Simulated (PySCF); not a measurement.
SiHMe2(NiPr2), C8H21NSi.
InChI=1S/C8H21NSi/c1-7(2)9(8(3)4)10(5)6/h7-8,10H,1-6H3

The closed-shell ground state was solved at several levels (PySCF, density fitting, gas phase, non-relativistic). Isolated species at its PBE0-D3(BJ)/def2-SVP geometry (one conformer only).

```csv
level,basis functions,HOMO (eV),LUMO (eV),gap (eV),dipole (D)
B3LYP/pcSseg-1,282,-5.70,0.81,6.51,0.77
PBE0/pcSseg-1,282,-5.92,1.11,7.03,0.79
```

Problem. Estimate the row for B3LYP/def2-SVPD, a basis of 372 functions; the other rows only guide the guess.

Solution. HOMO -5.70 eV, LUMO 0.27 eV, gap 5.97 eV, dipole 0.76 D.

Problem. Over all these levels, which gives the widest orbital gap and which the narrowest?

Solution. PBE0/pcSseg-1 (global hybrid, 25 % exact exchange) has the widest, 7.03 eV, and B3LYP/def2-SVPD (global hybrid, 20 % exact exchange) the narrowest, 5.97 eV. Functional and basis both differ between the two, so the spread mixes both effects.

Problem. How far do the dipole and the HOMO energy spread over the levels?

Solution. The dipole runs from 0.76 to 0.79 D (mean 0.77 D) and the HOMO from -5.92 to -5.70 eV.
